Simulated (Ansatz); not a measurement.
`C[CH2][In]([F])[F]` + CH₃SH → `C[S][In]([F])[F]` + `CC` at 298.15 K and 1 bar (ligand exchange at the In–C bond).

Computed with Ansatz on PBE0-D4/def2-TZVP structures; ΔE is electronic, products minus reactants. CCSD(T)/CBS adds triple-zeta CCSD(T) − MP2 to the extrapolated MP2 energy (def2 sets, frozen cores). This one scheme is used for every species. def2 core potentials past Kr. For In outer-core shells are correlated without core-valence functions, which leaves a few kJ/mol of doubt a bond. Each species was taken in one conformer, which may not be the lowest.

```csv
species,CCSD(T)/CBS energy (Eh),H − E (kJ/mol),S (J/(mol·K))
`C[CH2][In]([F])[F]`,-468.57870,202.0,385.2
CH₃SH,-438.22835,133.0,253.2
`C[S][In]([F])[F]`,-827.12092,134.9,390.2
`CC`,-79.71954,207.7,227.7
```

H − E and S are ideal-gas, rigid-rotor, harmonic terms from PBE0-D4/def2-TZVP, for one conformer and one mirror image of each species. 1 Eh = 2625.50 kJ/mol, R = 8.31446 J/(mol·K).

Problem. By hand: ΔE, ΔH, ΔS and ΔG.

Solution. ΔE = (-827.12092) + (-79.71954) − (-468.57870) − (-438.22835) = -0.03341 Eh = -87.7 kJ/mol. Δ(H − E) = 134.9 + 207.7 − 202.0 − 133.0 = 7.6, so ΔH = -80.1 kJ/mol. ΔS = 390.2 + 227.7 − 385.2 − 253.2 = -20.5 J/(mol·K). ΔG = -80.1 − 298.15 × (-20.5)/1000 = -74.0 kJ/mol.

Problem. By hand: the equilibrium constant, and the temperature at which ΔG would vanish if ΔH and ΔS stayed fixed.

Solution. log₁₀ K = −ΔG/(RT ln 10) = 13.0. ΔG = 0 at ΔH/ΔS = 3907 K, far beyond where these terms or the molecules hold.

ΔH outweighs TΔS. A doubt of 5 kJ/mol in ΔE shifts log₁₀ K by 0.9 here. Other conformers and mirror images would add mixing entropy, several J/(mol·K) or more a flexible species. Modes under 60 cm⁻¹, often nearly free rotors, make the harmonic entropy too high. These are equilibria of isolated gas molecules and say nothing of rates. Largest T1 diagnostic: 0.016 (customary marks: 0.02 for closed shells, 0.045 for open ones).
